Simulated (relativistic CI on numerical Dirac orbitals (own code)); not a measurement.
## One change at a time: Xe VII

Base calculation: Dirac-Coulomb-Breit CI, KLI orbitals optimised for each configuration, model QED (radiative potential, 1s self-energy scaled to tabulated hydrogen-like ionisation energies), unscaled Slater integrals.

CI space (outside the closed core [Kr]): 4d10 5s2, 4d10 5s 5p, 4d10 5p2, 4d10 5s 5d, 4d10 4f2, 4d10 5d2, 4d10 5s 4f, 4d10 5s 5f, 4d10 4f 5p, 4d10 5p 5d, 4d10 5s 5g, 4d10 5s 6s, 4d10 5s 6p, 4d9 5s2 4f, 4d10 4f 5d, 4d10 5f2. Levels of other configurations are missing.

Variants: (1) valence Slater integrals scaled by 0.9; (2) non-relativistic limit; (3) one mean potential for all configurations. Shifts of the energy above 4d10 5s2 1S_0, in cm⁻¹, for the lowest level and the first level of each name with at least 55 % of one term (blank where a level changes its place among those of its configuration and J or its character, or is not in the variant):

| Level | Base | Δ(1) | Δ(2) | Δ(3) | Measured |
| --- | --- | --- | --- | --- | --- |
| 4d10 5s2 1S_0 | 0.0 | 0.0 | 0.0 | 0.0 | 0.0 |
| 4d10 5s 5p 3P°_0 | 90183.9 | +214.0 | -5490.3 | +35.3 | 96141.0 |
| 4d10 5s 5p 3P°_1 | 94603.8 | +98.4 | -9910.3 | +44.5 | 100451.0 |
| 4d10 5s 5p 3P°_2 | 107347.7 | +130.9 | -22654.1 | +35.6 | 113676.0 |
| 4d10 5s 5p 1P°_1 | 141413.8 | -2703.4 | -18936.3 | +296.2 | 143259.0 |
| 4d10 5p2 3P_0 | 221646.0 | -752.5 | -19835.5 | +257.5 | 223673.0 |
| 4d10 5p2 1D_2 | 230611.5 | +247.2 | -29689.9 | +256.4 | 236100.0 |
| 4d10 5p2 3P_1 | 231531.3 | -398.3 | -29720.7 | +280.9 | 234685.0 |
| 4d10 5p2 3P_2 | 246683.8 | -60.3 | -44873.1 | +316.1 | 251853.0 |
| 4d10 5s 4f 3F°_2 | 272792.7 | -959.9 | -31997.4 | +1580.0 |  |
| 4d10 5s 4f 3F°_3 | 272905.4 | -964.2 | -32110.0 | +1560.4 |  |
| 4d10 5s 4f 3F°_4 | 273056.4 | -968.4 | -32261.0 | +1533.2 |  |
| 4d10 5p2 1S_0 | 277510.5 | -3617.1 | -39692.2 | +585.2 | 273208.0 |
| 4d10 5s 4f 1F°_3 | 280284.8 | -1493.7 | -33123.9 | +1498.9 |  |

At this charge configurations can still be misplaced by up to about 7 % of their energy. Levels and lines within the n = 5 or 6 shells can be off by up to 10 % or somewhat more, and those that change n by about 2 %, since core polarisation is missing. 32 of the 47 excited levels that our extract of the measured tables holds in this range could be paired (the sources list more); they are missed by 5008 cm⁻¹ on average and 10470 at most, and levels without a partner can miss by more.

Measured levels: Saloman, J. Phys. Chem. Ref. Data 33, 765 (2004).

Ionisation energy from the two ground configurations alone: base 89.6 eV. The NIST ASD value (semi-empirical) is 91.6 eV. The gap of more than 2 % comes from missing correlation, or from a tabulated value that is itself an estimate.

LS names give the leading component of a level, which can be under half, so a name can repeat, a term be missing and a line seem to break the LS rules.
